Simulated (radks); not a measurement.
Charge is removed step by step from the 5p3/2 level of neutral barium, starting from [Kr] 4d10 5s2 5p(1/2: 2, 3/2: 4) 6s2. All-electron calculation, Dirac Kohn-Sham, BLYP, spin-unpolarised, spherical densities, point nucleus. Program: a radial shooting solver on a logarithmic mesh with Libxc functionals.

\begin{tabular}{lrrr}
removed (e) & E - E(0) (eV) & eigenvalue (eV) & E minus straight line (eV) \\ \hline
0 & 0.000 & -17.809 & 0.000 \\
0.1 & 1.824 & -18.673 & -0.409 \\
0.2 & 3.735 & -19.553 & -0.731 \\
0.3 & 5.735 & -20.448 & -0.964 \\
0.4 & 7.825 & -21.357 & -1.107 \\
0.5 & 10.007 & -22.279 & -1.159 \\
0.6 & 12.281 & -23.214 & -1.117 \\
0.7 & 14.650 & -24.160 & -0.982 \\
0.8 & 17.114 & -25.118 & -0.751 \\
0.9 & 19.674 & -26.086 & -0.424 \\
1 & 22.331 & -27.065 & 0.000 \\
\end{tabular}

Removing the whole electron costs 22.331 eV by Delta-SCF, against 17.809 eV from minus the eigenvalue at the starting occupation. Slater's transition state (half an electron removed) gives 22.279 eV. Integrating minus the eigenvalue over the occupation (Janak's theorem) gives 22.331 eV. The mean slope of the eigenvalue, de/dn, is 9.26 eV per electron.
